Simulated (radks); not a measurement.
All-electron atom: Br III in [Ar] 3d10 4s2 4p3. All-electron calculation, scalar-relativistic Kohn-Sham, PBEsol, spin-polarised, spherical densities, finite nucleus; open shells are filled with parallel spins first; Fermi nuclear charge, rms radius 4.1629 fm. Program: a radial shooting solver on a logarithmic mesh with Libxc functionals. Some entries of the table are withheld. Estimate them.

orbital  occ.  eigenvalue (Ry)  <r^2> (bohr^2)  r(max) (bohr)
1s up       1        -979.8970        0.002463        0.02793
1s down     1        -979.8799        0.002463        0.02793
2s up       1        -129.0562         0.04241         0.1593
2s down     1        -129.0465         0.04241         0.1593
2p up       3        -114.0725         0.03353         0.1275
2p down     3        -114.0565         0.03353         0.1275
3s up       1        -19.23064          0.3504         0.4842
3s down     1        -19.20934          0.3500         0.4843
3p up       3              (1)          0.3734         0.4812
3p down     3              (2)          0.3724         0.4813
3d up       5         -6.66992          0.4328         0.4305
3d down     5         -6.63722          0.4267         0.4303
4s up       1              (3)           2.863          1.394
4s down     1              (4)           2.864          1.379
4p up       3         -2.16274             (5)          1.582
4p down     0         -1.92237             (6)          1.573

Answer. 
(1) 3p up eigenvalue (Ry): -14.50036
(2) 3p down eigenvalue (Ry): -14.47589
(3) 4s up eigenvalue (Ry): -3.16441
(4) 4s down eigenvalue (Ry): -2.92574
(5) 4p up <r^2> (bohr^2): 3.862
(6) 4p down <r^2> (bohr^2): 3.995
